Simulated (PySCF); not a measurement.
## Spin–orbit doublets of 2p levels

Compound: C2H11AlOSSi.
Numbering: `[CH3:1][S@+:2]([AlH3-:3])[CH2:4][O:5][SiH3:6]`

Geometry (PBE0-D3(BJ)/def2-SVP, Å), atoms numbered from 1 in this order:
```xyz
17
C2H11AlOSSi angstrom
C     -0.5570   -1.7858    0.3958
S     -0.5925   -0.0586    0.9191
Al    -2.8376    0.6667    0.1678
C      0.4306    0.6898   -0.4129
O      1.7281    0.2352   -0.3990
Si     2.8213    0.5086    0.8547
H     -1.0600   -2.3715    1.1760
H      0.4895   -2.1053    0.3057
H     -1.0864   -1.9022   -0.5605
H     -2.6517    2.2434    0.3821
H     -2.6795    0.1011   -1.3313
H     -3.7309   -0.1783    1.1909
H     -0.0426    0.4377   -1.3746
H      0.3385    1.7777   -0.2385
H      2.5887    1.8740    1.4134
H      4.1706    0.3935    0.2444
H      2.6542   -0.5140    1.9272
```

Method: delta-SCF UKS SCAN, pcX-2 on the ionised atom, pcseg-1 elsewhere, spin-free X2C (PySCF 2.14.0). Binding energies are ΔSCF values: E(core-ionised, relaxed orbitals) − E(ground state) at a fixed geometry, referred to the vacuum level. Spin–orbit and ligand-field terms were added within each 2p shell after the spin-free SCF. The splitting includes the ligand field, and 2p3/2 is the mean of two sublevels.

When a 2p electron fills a 1s hole, the emitted photon carries the energy difference of the two hole states (Kα1 from 2p3/2, Kα2 from 2p1/2), here at the ground state's geometry.

| atom | Kα1 (eV) | Kα2 (eV) | 2p3/2 binding energy (eV) |
| --- | --- | --- | --- |
| Si6 | 1739.88 | 1739.26 | 108.01 |

Q: What are the 1s and 2p1/2 binding energies?

A: 1s = Kα1 + 2p3/2, and 2p1/2 = 1s − Kα2:

```tsv
atom	environment	1s (eV)	2p1/2 (eV)
Si6	oxygen-bound silicon	1847.89	108.63
```

Q: And the 1s levels of the other atoms?

A: C1 (S-methyl carbon) 291.86 eV; C4 (sp3 carbon bound to oxygen) 293.41 eV; O5 (silyl ether oxygen) 538.82 eV; Al3 (aluminium bonded to S and 3 H) 1565.51 eV; S2 (sulfur bonded to Al and 2 C) 2478.04 eV.

Not every level is listed. One conformer (not necessarily the lowest) at the PBE0-D3(BJ)/def2-SVP geometry, without solvent, vibrations or thermal averaging.

Hardware: one thread of an Arm Neoverse V1, no GPU, on a shared host. Cost: 97 s, 0.70 GiB resident at most.
